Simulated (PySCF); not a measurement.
## Computed properties of H2S2, SMILES SS

disulfane (H₂S₂), SMILES SS. Geometry: B3LYP-D3(BJ)/def2-TZVP. The values are those of a single conformer. All values are computed for the isolated molecule unless a solvent is named; none is compared with measurement here.

**Structure.** The optimised structure has C2 symmetry. All 6 harmonic modes at B3LYP-D3(BJ)/def2-TZVP (PySCF) are real, so it is a minimum.

**Vibrations.** The strongest infrared lines (harmonic, unscaled, degenerate partners summed) lie at 450 cm⁻¹ (14 km/mol, H 95 %), 900 cm⁻¹ (7 km/mol, H 94 %), 2627 cm⁻¹ (6 km/mol, H 97 %). The softest mode is at 450 cm⁻¹ and the zero-point energy is 11.4 kcal/mol.

**Electronic structure.** M06-2X/def2-TZVPD (PySCF) places the frontier levels at -8.75 and -0.50 eV, a gap of 8.25 eV, and gives a dipole moment of 1.15 D and a mean polarisability of 44.7 bohr³. PBE/def2-TZVPD (PySCF) at the same geometry gives -6.37 and -2.24 eV, so its gap is 4.12 eV narrower. An orbital gap is neither the optical nor the fundamental gap.

**Excitations.** TDA-B3LYP/def2-TZVPD (PySCF) has S1 at 4.62 eV (268 nm, f = 0.004, weak); the most intense of the 10 singlets computed lies at 7.46 eV (f = 0.11). T1 (TDA) is at 3.91 eV, 0.71 eV under S1. TDA-PBE/def2-TZVPD (PySCF) puts S1 at 4.45 eV. No vertical singlet excitation falls in the visible range (under 3.1 eV).

**NMR.** GIAO shifts at KT2/pcSseg-2 (PySCF) (non-relativistic, atoms alike by connectivity averaged): ¹H at 3.3 ppm against TMS.

**Solvation.** SMD-ωB97X/def2-SVP (PySCF) gives -2.0 kcal/mol in water, -4.4 kcal/mol in acetonitrile, -4.8 kcal/mol in 2-propanol (1 M in both phases, gas-phase geometry); of these solvents 2-propanol holds the molecule best.
